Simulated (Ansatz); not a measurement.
H3NbO3S (SMILES [OH][Nb]([OH])([OH])=[S]) moved off its minimum; all values from Ansatz (an electronic-structure program), cores frozen in correlated methods. Elements past Kr take the def2 small-core potentials, without spin–orbit coupling.
(charge 0, multiplicity 1)
```xyz
8

Nb    -0.1883    -0.1842     0.1113
S      1.2528     1.0632    -1.2596
O      0.9332    -0.9998     1.4336
H      1.8150    -1.1089     1.5533
O     -1.1679    -1.2928    -1.0848
H     -1.1488    -1.4793    -1.9124
O     -1.2758     0.9917     1.0397
H     -1.3492     1.9512     1.0306
```

Q: Give the forces (eV/Å), the total energy and the dipole at CCSD(T)/def2-TZVPPD.

A: 
```
atom      Fx      Fy      Fz
----  ------  ------  ------
Nb1    3.565   1.333  -2.474
S2    -2.087  -1.712   1.968
O3    -4.422   0.290  -0.797
H4     3.995  -0.465   0.481
O5    -0.313   1.678   8.709
H6     0.199  -1.890  -8.432
O7    -0.916   0.904   0.523
H8    -0.021  -0.138   0.023
```
Energy -681.6893 hartree, dipole 1.07 D.
